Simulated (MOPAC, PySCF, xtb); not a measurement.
Ligands exchanged one at a time, Ga F-OH. Gas-phase values, no solvent. One relaxed conformer stands for each flexible species; it need not be the lowest. Strings in code marks are SMILES.

Quantity: redistribution energy (mixed species minus the weighted end members), in eV. Semi-empirical values (MOPAC) are differences of heats of formation.

Level 1: SVWN5/6-31G* // PBE0-D4/def2-TZVP (PySCF)
Level 2: HF/3-21G // PBE0-D4/def2-TZVP (PySCF)
Level 3: GFN2-xTB (xtb)
Level 4: PM7 // PBE0-D4/def2-TZVP (MOPAC)

```csv
species,level 1,level 2,level 3,level 4
"2 of 3 F replaced by OH: `[OH][Ga]([OH])[F]` (H–O–Ga–F torsion 0°, F–Ga–O–H torsion -180°)",-0.043,-0.028,-0.115,-0.029
1 of 3 F replaced by OH: `[OH][Ga]([F])[F]` (H–O–Ga–F torsion 180°),-0.047,-0.032,-0.123,-0.030
```
